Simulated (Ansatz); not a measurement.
## Molecular dynamics of C2H7FSi

The input (input.yaml):

```yaml
crystal:
  periodic: [false, false, false]
  atoms:
    - { symbol: Si, position_ang: [0.106627, 0.094163, 0.022134] }
    - { symbol: C, position_ang: [-0.05546, -0.061101, 1.91129] }
    - { symbol: H, position_ang: [-1.112108, -0.174944, 2.20496] }
    - { symbol: H, position_ang: [0.504657, -0.930452, 2.291392] }
    - { symbol: H, position_ang: [0.34391, 0.846653, 2.396707] }
    - { symbol: H, position_ang: [1.563674, 0.220577, -0.387915] }
    - { symbol: C, position_ang: [-0.918982, 1.545594, -0.656749] }
    - { symbol: H, position_ang: [-1.982964, 1.429543, -0.391665] }
    - { symbol: H, position_ang: [-0.555563, 2.49483, -0.225524] }
    - { symbol: H, position_ang: [-0.841381, 1.612513, -1.753754] }
    - { symbol: F, position_ang: [-0.471508, -1.363476, -0.696276] }
basis:
  gaussian: { orbitals: "6-31G" }
hamiltonian:
  xc: pbe
md:
  timestep: 0.5
  n_steps: 150
  ensemble: nve
  temperature: 300.0
  initial_velocities: maxwell_boltzmann
  seed: 847172
  masses: [{ species: H, mass: 10.0 }]
```

Launched with:

```bash
$ ansatz run input.yaml --threads 1 --pin off --max-ram 2048MiB --backend cpu --events-out ev --progress --plain --runs-dir out
```

It starts from a relaxed structure.

Output, in part (one step line in 2, the closing report, with atoms numbered from 0):

```
md step     0: t =     0.00 fs  T =   300.0 K  F+E_penalty+E_count = -12772.45892055 eV  E_kin = 0.349002 eV  conserved = -12772.10991856 eV  (24 SCF iters)
md step     2: t =     1.00 fs  T =   292.5 K  F+E_penalty+E_count = -12772.45021592 eV  E_kin = 0.340333 eV  conserved = -12772.10988297 eV  (24 SCF iters)
md step     4: t =     2.00 fs  T =   271.7 K  F+E_penalty+E_count = -12772.42589453 eV  E_kin = 0.316085 eV  conserved = -12772.10980945 eV  (24 SCF iters)
md step     6: t =     3.00 fs  T =   241.3 K  F+E_penalty+E_count = -12772.39041021 eV  E_kin = 0.280695 eV  conserved = -12772.10971515 eV  (22 SCF iters)
md step     8: t =     4.00 fs  T =   206.3 K  F+E_penalty+E_count = -12772.34958277 eV  E_kin = 0.239964 eV  conserved = -12772.10961858 eV  (21 SCF iters)
md step    10: t =     5.00 fs  T =   171.8 K  F+E_penalty+E_count = -12772.30944727 eV  E_kin = 0.199912 eV  conserved = -12772.10953513 eV  (21 SCF iters)
md step    12: t =     6.00 fs  T =   142.5 K  F+E_penalty+E_count = -12772.27523505 eV  E_kin = 0.165758 eV  conserved = -12772.10947717 eV  (21 SCF iters)
md step    14: t =     7.00 fs  T =   121.3 K  F+E_penalty+E_count = -12772.25061588 eV  E_kin = 0.141165 eV  conserved = -12772.10945086 eV  (19 SCF iters)
md step    16: t =     8.00 fs  T =   109.9 K  F+E_penalty+E_count = -12772.23727180 eV  E_kin = 0.127814 eV  conserved = -12772.10945750 eV  (18 SCF iters)
md step    18: t =     9.00 fs  T =   107.7 K  F+E_penalty+E_count = -12772.23480117 eV  E_kin = 0.125308 eV  conserved = -12772.10949357 eV  (21 SCF iters)
md step    20: t =    10.00 fs  T =   112.9 K  F+E_penalty+E_count = -12772.24092772 eV  E_kin = 0.131375 eV  conserved = -12772.10955225 eV  (21 SCF iters)
md step    22: t =    11.00 fs  T =   122.4 K  F+E_penalty+E_count = -12772.25197102 eV  E_kin = 0.142348 eV  conserved = -12772.10962269 eV  (24 SCF iters)
md step    24: t =    12.00 fs  T =   132.2 K  F+E_penalty+E_count = -12772.26354009 eV  E_kin = 0.153849 eV  conserved = -12772.10969149 eV  (22 SCF iters)
md step    26: t =    13.00 fs  T =   139.0 K  F+E_penalty+E_count = -12772.27139110 eV  E_kin = 0.161647 eV  conserved = -12772.10974410 eV  (21 SCF iters)
md step    28: t =    14.00 fs  T =   139.8 K  F+E_penalty+E_count = -12772.27235261 eV  E_kin = 0.162586 eV  conserved = -12772.10976690 eV  (22 SCF iters)
md step    30: t =    15.00 fs  T =   133.6 K  F+E_penalty+E_count = -12772.26515311 eV  E_kin = 0.155402 eV  conserved = -12772.10975155 eV  (22 SCF iters)
md step    32: t =    16.00 fs  T =   121.4 K  F+E_penalty+E_count = -12772.25090988 eV  E_kin = 0.141211 eV  conserved = -12772.10969881 eV  (22 SCF iters)
md step    34: t =    17.00 fs  T =   106.1 K  F+E_penalty+E_count = -12772.23302534 eV  E_kin = 0.123403 eV  conserved = -12772.10962188 eV  (22 SCF iters)
md step    36: t =    18.00 fs  T =    91.8 K  F+E_penalty+E_count = -12772.21634825 eV  E_kin = 0.106804 eV  conserved = -12772.10954394 eV  (22 SCF iters)
md step    38: t =    19.00 fs  T =    82.7 K  F+E_penalty+E_count = -12772.20573507 eV  E_kin = 0.096244 eV  conserved = -12772.10949107 eV  (20 SCF iters)
md step    40: t =    20.00 fs  T =    81.7 K  F+E_penalty+E_count = -12772.20447716 eV  E_kin = 0.094996 eV  conserved = -12772.10948106 eV  (21 SCF iters)
md step    42: t =    21.00 fs  T =    89.2 K  F+E_penalty+E_count = -12772.21323557 eV  E_kin = 0.103721 eV  conserved = -12772.10951464 eV  (20 SCF iters)
md step    44: t =    22.00 fs  T =   103.5 K  F+E_penalty+E_count = -12772.22995528 eV  E_kin = 0.120378 eV  conserved = -12772.10957722 eV  (20 SCF iters)
md step    46: t =    23.00 fs  T =   121.3 K  F+E_penalty+E_count = -12772.25075759 eV  E_kin = 0.141112 eV  conserved = -12772.10964549 eV  (21 SCF iters)
md step    48: t =    24.00 fs  T =   139.0 K  F+E_penalty+E_count = -12772.27135497 eV  E_kin = 0.161657 eV  conserved = -12772.10969817 eV  (21 SCF iters)
md step    50: t =    25.00 fs  T =   153.6 K  F+E_penalty+E_count = -12772.28835536 eV  E_kin = 0.178631 eV  conserved = -12772.10972386 eV  (21 SCF iters)
md step    52: t =    26.00 fs  T =   163.6 K  F+E_penalty+E_count = -12772.29999312 eV  E_kin = 0.190270 eV  conserved = -12772.10972270 eV  (22 SCF iters)
md step    54: t =    27.00 fs  T =   168.9 K  F+E_penalty+E_count = -12772.30616202 eV  E_kin = 0.196459 eV  conserved = -12772.10970309 eV  (22 SCF iters)
md step    56: t =    28.00 fs  T =   170.4 K  F+E_penalty+E_count = -12772.30792307 eV  E_kin = 0.198246 eV  conserved = -12772.10967694 eV  (22 SCF iters)
md step    58: t =    29.00 fs  T =   169.5 K  F+E_penalty+E_count = -12772.30680273 eV  E_kin = 0.197149 eV  conserved = -12772.10965394 eV  (22 SCF iters)
md step    60: t =    30.00 fs  T =   167.2 K  F+E_penalty+E_count = -12772.30418970 eV  E_kin = 0.194551 eV  conserved = -12772.10963912 eV  (21 SCF iters)
md step    62: t =    31.00 fs  T =   164.5 K  F+E_penalty+E_count = -12772.30101377 eV  E_kin = 0.191382 eV  conserved = -12772.10963224 eV  (21 SCF iters)
md step    64: t =    32.00 fs  T =   161.7 K  F+E_penalty+E_count = -12772.29773473 eV  E_kin = 0.188105 eV  conserved = -12772.10962967 eV  (21 SCF iters)
md step    66: t =    33.00 fs  T =   158.9 K  F+E_penalty+E_count = -12772.29453699 eV  E_kin = 0.184910 eV  conserved = -12772.10962737 eV  (21 SCF iters)
md step    68: t =    34.00 fs  T =   156.4 K  F+E_penalty+E_count = -12772.29156988 eV  E_kin = 0.181947 eV  conserved = -12772.10962302 eV  (24 SCF iters)
md step    70: t =    35.00 fs  T =   154.3 K  F+E_penalty+E_count = -12772.28909937 eV  E_kin = 0.179483 eV  conserved = -12772.10961649 eV  (21 SCF iters)
md step    72: t =    36.00 fs  T =   152.9 K  F+E_penalty+E_count = -12772.28751465 eV  E_kin = 0.177905 eV  conserved = -12772.10960998 eV  (22 SCF iters)
md step    74: t =    37.00 fs  T =   152.7 K  F+E_penalty+E_count = -12772.28721183 eV  E_kin = 0.177606 eV  conserved = -12772.10960623 eV  (22 SCF iters)
md step    76: t =    38.00 fs  T =   153.7 K  F+E_penalty+E_count = -12772.28843278 eV  E_kin = 0.178825 eV  conserved = -12772.10960733 eV  (22 SCF iters)
md step    78: t =    39.00 fs  T =   156.0 K  F+E_penalty+E_count = -12772.29114286 eV  E_kin = 0.181529 eV  conserved = -12772.10961367 eV  (21 SCF iters)
md step    80: t =    40.00 fs  T =   159.4 K  F+E_penalty+E_count = -12772.29500278 eV  E_kin = 0.185379 eV  conserved = -12772.10962410 eV  (21 SCF iters)
md step    82: t =    41.00 fs  T =   163.1 K  F+E_penalty+E_count = -12772.29943543 eV  E_kin = 0.189799 eV  conserved = -12772.10963655 eV  (22 SCF iters)
md step    84: t =    42.00 fs  T =   166.8 K  F+E_penalty+E_count = -12772.30373890 eV  E_kin = 0.194090 eV  conserved = -12772.10964935 eV  (22 SCF iters)
md step    86: t =    43.00 fs  T =   169.8 K  F+E_penalty+E_count = -12772.30717150 eV  E_kin = 0.197509 eV  conserved = -12772.10966255 eV  (22 SCF iters)
md step    88: t =    44.00 fs  T =   171.3 K  F+E_penalty+E_count = -12772.30895537 eV  E_kin = 0.199278 eV  conserved = -12772.10967734 eV  (22 SCF iters)
md step    90: t =    45.00 fs  T =   170.6 K  F+E_penalty+E_count = -12772.30821579 eV  E_kin = 0.198521 eV  conserved = -12772.10969433 eV  (22 SCF iters)
md step    92: t =    46.00 fs  T =   167.0 K  F+E_penalty+E_count = -12772.30395523 eV  E_kin = 0.194243 eV  conserved = -12772.10971184 eV  (25 SCF iters)
md step    94: t =    47.00 fs  T =   159.4 K  F+E_penalty+E_count = -12772.29519576 eV  E_kin = 0.185472 eV  conserved = -12772.10972358 eV  (25 SCF iters)
md step    96: t =    48.00 fs  T =   147.6 K  F+E_penalty+E_count = -12772.28137328 eV  E_kin = 0.171653 eV  conserved = -12772.10972020 eV  (22 SCF iters)
md step    98: t =    49.00 fs  T =   131.7 K  F+E_penalty+E_count = -12772.26291556 eV  E_kin = 0.153223 eV  conserved = -12772.10969258 eV  (22 SCF iters)
md step   100: t =    50.00 fs  T =   113.6 K  F+E_penalty+E_count = -12772.24176944 eV  E_kin = 0.132132 eV  conserved = -12772.10963755 eV  (21 SCF iters)
md step   102: t =    51.00 fs  T =    96.3 K  F+E_penalty+E_count = -12772.22154210 eV  E_kin = 0.111979 eV  conserved = -12772.10956305 eV  (20 SCF iters)
md step   104: t =    52.00 fs  T =    83.8 K  F+E_penalty+E_count = -12772.20697929 eV  E_kin = 0.097491 eV  conserved = -12772.10948848 eV  (21 SCF iters)
md step   106: t =    53.00 fs  T =    80.2 K  F+E_penalty+E_count = -12772.20275135 eV  E_kin = 0.093312 eV  conserved = -12772.10943962 eV  (20 SCF iters)
md step   108: t =    54.00 fs  T =    88.1 K  F+E_penalty+E_count = -12772.21187669 eV  E_kin = 0.102439 eV  conserved = -12772.10943811 eV  (18 SCF iters)
md step   110: t =    55.00 fs  T =   107.4 K  F+E_penalty+E_count = -12772.23441061 eV  E_kin = 0.124920 eV  conserved = -12772.10949087 eV  (21 SCF iters)
md step   112: t =    56.00 fs  T =   135.3 K  F+E_penalty+E_count = -12772.26703417 eV  E_kin = 0.157449 eV  conserved = -12772.10958528 eV  (21 SCF iters)
md step   114: t =    57.00 fs  T =   166.9 K  F+E_penalty+E_count = -12772.30381432 eV  E_kin = 0.194120 eV  conserved = -12772.10969419 eV  (24 SCF iters)
md step   116: t =    58.00 fs  T =   196.0 K  F+E_penalty+E_count = -12772.33785118 eV  E_kin = 0.228064 eV  conserved = -12772.10978731 eV  (22 SCF iters)
md step   118: t =    59.00 fs  T =   217.7 K  F+E_penalty+E_count = -12772.36313648 eV  E_kin = 0.253294 eV  conserved = -12772.10984261 eV  (22 SCF iters)
md step   120: t =    60.00 fs  T =   228.7 K  F+E_penalty+E_count = -12772.37594478 eV  E_kin = 0.266093 eV  conserved = -12772.10985165 eV  (24 SCF iters)
md step   122: t =    61.00 fs  T =   228.3 K  F+E_penalty+E_count = -12772.37539953 eV  E_kin = 0.265580 eV  conserved = -12772.10981944 eV  (24 SCF iters)
md step   124: t =    62.00 fs  T =   217.9 K  F+E_penalty+E_count = -12772.36323674 eV  E_kin = 0.253478 eV  conserved = -12772.10975882 eV  (22 SCF iters)
md step   126: t =    63.00 fs  T =   200.6 K  F+E_penalty+E_count = -12772.34303871 eV  E_kin = 0.233353 eV  conserved = -12772.10968565 eV  (22 SCF iters)
md step   128: t =    64.00 fs  T =   180.2 K  F+E_penalty+E_count = -12772.31925880 eV  E_kin = 0.209644 eV  conserved = -12772.10961461 eV  (22 SCF iters)
md step   130: t =    65.00 fs  T =   160.5 K  F+E_penalty+E_count = -12772.29629286 eV  E_kin = 0.186736 eV  conserved = -12772.10955710 eV  (20 SCF iters)
md step   132: t =    66.00 fs  T =   144.6 K  F+E_penalty+E_count = -12772.27774589 eV  E_kin = 0.168226 eV  conserved = -12772.10952010 eV  (21 SCF iters)
md step   134: t =    67.00 fs  T =   134.5 K  F+E_penalty+E_count = -12772.26595453 eV  E_kin = 0.156448 eV  conserved = -12772.10950690 eV  (21 SCF iters)
md step   136: t =    68.00 fs  T =   130.9 K  F+E_penalty+E_count = -12772.26176518 eV  E_kin = 0.152248 eV  conserved = -12772.10951698 eV  (24 SCF iters)
md step   138: t =    69.00 fs  T =   133.2 K  F+E_penalty+E_count = -12772.26454124 eV  E_kin = 0.154994 eV  conserved = -12772.10954733 eV  (21 SCF iters)
md step   140: t =    70.00 fs  T =   139.9 K  F+E_penalty+E_count = -12772.27235762 eV  E_kin = 0.162765 eV  conserved = -12772.10959261 eV  (22 SCF iters)
md step   142: t =    71.00 fs  T =   148.5 K  F+E_penalty+E_count = -12772.28234517 eV  E_kin = 0.172699 eV  conserved = -12772.10964574 eV  (22 SCF iters)
md step   144: t =    72.00 fs  T =   156.0 K  F+E_penalty+E_count = -12772.29115236 eV  E_kin = 0.181454 eV  conserved = -12772.10969832 eV  (22 SCF iters)
md step   146: t =    73.00 fs  T =   159.7 K  F+E_penalty+E_count = -12772.29549596 eV  E_kin = 0.185755 eV  conserved = -12772.10974126 eV  (22 SCF iters)
md step   148: t =    74.00 fs  T =   157.3 K  F+E_penalty+E_count = -12772.29276496 eV  E_kin = 0.183000 eV  conserved = -12772.10976496 eV  (21 SCF iters)
md step   150: t =    75.00 fs  T =   147.7 K  F+E_penalty+E_count = -12772.28161965 eV  E_kin = 0.171858 eV  conserved = -12772.10976163 eV  (24 SCF iters)
Total energy: -12772.28164939 eV, -469.3726932516 hartree
Atom 0 at     0.092365     0.114823    -0.011275 Å, force    -0.619684     0.382814     1.689589 eV/Å
Atom 1 at    -0.073717    -0.064374     1.937026 Å, force     0.221286     0.238522    -0.079755 eV/Å
Atom 2 at    -1.109101    -0.166740     2.338076 Å, force     0.338139    -0.145816    -0.427214 eV/Å
Atom 3 at     0.544710    -0.921734     2.260777 Å, force    -0.265834    -0.201505    -0.048650 eV/Å
Atom 4 at     0.378659     0.796278     2.480902 Å, force    -0.108946     0.071224    -0.428656 eV/Å
Atom 5 at     1.525098     0.249763    -0.324198 Å, force     0.797684    -0.006483    -0.253297 eV/Å
Atom 6 at    -0.929889     1.550493    -0.708417 Å, force     0.322283    -0.529838     0.785734 eV/Å
Atom 7 at    -1.968016     1.362312    -0.372611 Å, force     0.050284     0.367366    -0.391136 eV/Å
Atom 8 at    -0.525955     2.468219    -0.242953 Å, force    -0.271181     0.129581    -0.328526 eV/Å
Atom 9 at    -0.806418     1.527460    -1.794798 Å, force    -0.318310     0.391117    -0.210930 eV/Å
Atom 10 at    -0.494493    -1.298637    -0.741553 Å, force    -0.145721    -0.696982    -0.307160 eV/Å
Dipole moment:     0.083101     0.428413     0.255858 e Å
```

The run went to its last step. The conserved energy stayed within 0.045 meV per atom of its start (net change 0.014 meV per atom), so the integration is sound. Over the second half the temperature averaged 0.52 of the 300 K drawn at the start: a run that starts near a minimum puts about half its kinetic energy into the potential. A run of 0.075 ps of so small a system gives no equilibrium averages. Limits of this set-up: no polarisation functions.

The same pairs are bonded in the first frame and the last. Pairs count as bonded within 1.25 times the sum of covalent radii (0.12 Å more for H–H).

Last frame:

```xyz
11
Properties=species:S:1:pos:R:3
Si 0.092 0.115 -0.011
C -0.074 -0.064 1.937
H -1.109 -0.167 2.338
H 0.545 -0.922 2.261
H 0.379 0.796 2.481
H 1.525 0.250 -0.324
C -0.930 1.550 -0.708
H -1.968 1.362 -0.373
H -0.526 2.468 -0.243
H -0.806 1.528 -1.795
F -0.494 -1.299 -0.742
```

Time of the run: 4.9 min on 1 thread of Arm Neoverse V2, on a shared host, peak memory 0.1 GiB.
